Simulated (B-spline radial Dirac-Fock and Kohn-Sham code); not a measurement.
## Photoionisation of copper ions at Ga Kα (9251.7 eV)

Level of theory: a relativistic central-field model (Hartree-Slater potential of the initial state, Latter tail, multipole expansion of the photon field, Dirac-Fock thresholds); a radial atomic solver. Cross sections in kb; a dash marks an empty subshell or a threshold above the photon energy.

```
  ion  configuration  total    2s  2p1/2   3p1/2  3p3/2    3d5/2
 Cu⁵⁺       [Ar] 3d6  28.11  1.78  0.476  0.0676  0.124  0.00296
Cu²²⁺   [He] 2s2 2p3  2.786  2.00  0.278       –      –        –
Cu²⁴⁺   [He] 2s2 2p1  2.399  2.11  0.100       –      –        –
```

Values without a named source are computed, but for edge energies of neutral atoms, which are taken from tables.
